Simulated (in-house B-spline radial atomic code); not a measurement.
Response and correlation along the 30-electron series, closed shell [Ar] 3d10 4s2; the second-order energy is extrapolated in partial waves. Computed with an all-electron radial atomic-structure program (B-spline basis): relativistic RPA and second-order many-body perturbation theory on Dirac-Hartree-Fock.

```tsv
ion	Z	dipole polarisability (bohr³)	quadrupole polarisability (bohr⁵)	ratio of RPA to uncoupled dipole	second order correlation energy (Eh)	C6 of two such ions (Eh bohr⁶)
I23+	53	0.21031	0.038678	1.0849	-1.7441	0.096308
Xe24+	54	0.18899	0.03257	1.0841	-1.7481	0.081578
Cs25+	55	0.1703	0.027555	1.0834	-1.7521	0.069401
Ba26+	56	0.15385	0.023416	1.0826	-1.7561	0.059282
La27+	57	0.13932	0.01998	1.082	-1.76	0.050829
Ce28+	58	0.12644	0.017113	1.0814	-1.7639	0.043736
Pr29+	59	0.11499	0.014709	1.0809	-1.7677	0.037757
Nd30+	60	0.10478	0.012686	1.0804	-1.7715	0.032696
Pm31+	61	0.095655	0.010975	1.08	-1.7753	0.028396
```

(1) How fast does the dipole polarisability fall along the series?

## Answers

(1) From 0.2103 to 0.09565 bohr³; a fit of its logarithm against log Z from Z = 53 to 61 has slope -5.60.
